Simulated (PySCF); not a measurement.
2-methyl-1,3-dioxole (C₄H₆O₂), SMILES CC1OC=CO1. Atoms are numbered in the order given.

```xyz
12

C      1.8067     0.5046     0.0000
C      0.6766    -0.4982     0.0000
O     -0.1565    -0.3200     1.1388
C     -1.3034     0.2618     0.6663
C     -1.3034     0.2618    -0.6663
O     -0.1565    -0.3200    -1.1388
H      2.4298     0.3698    -0.8955
H      1.3964     1.5251     0.0000
H      2.4298     0.3698     0.8955
H      1.0528    -1.5363     0.0000
H     -2.0322     0.6060     1.3945
H     -2.0322     0.6060    -1.3945
```
Charge 0, spin multiplicity 1.

Coordinates come from a PBE0-D3(BJ)/def2-SVP optimisation. The values are those of a single conformer.

Level of theory: HF/pcSseg-1 in PySCF.

GIAO shieldings, no solvent; atoms alike by connectivity are averaged. δ = σ(ref) − σ: ¹³C against TMS (σ = 192.6 ppm); ¹⁷O against H2O (σ = 333.0 ppm); ¹H against TMS (σ = 31.99 ppm), references at their B3LYP-D3(BJ)/def2-TZVP geometries, non-relativistic.

```tsv
atoms	nucleus	count	δ (ppm)
C4, C5	¹³C	2	134.4
C2	¹³C	1	96.4
C1	¹³C	1	?
O3, O6	¹⁷O	2	76.6
H11, H12	¹H	2	6.63
H10	¹H	1	?
H7, H8, H9	¹H	3	?
```

Problem. What belongs in the gaps? (Estimate from the structure and the level; the computed values follow.)

Solution. 
- H7, H8, H9, δ (ppm): 1.60
- H10, δ (ppm): 5.78
- C1, δ (ppm): 22.9
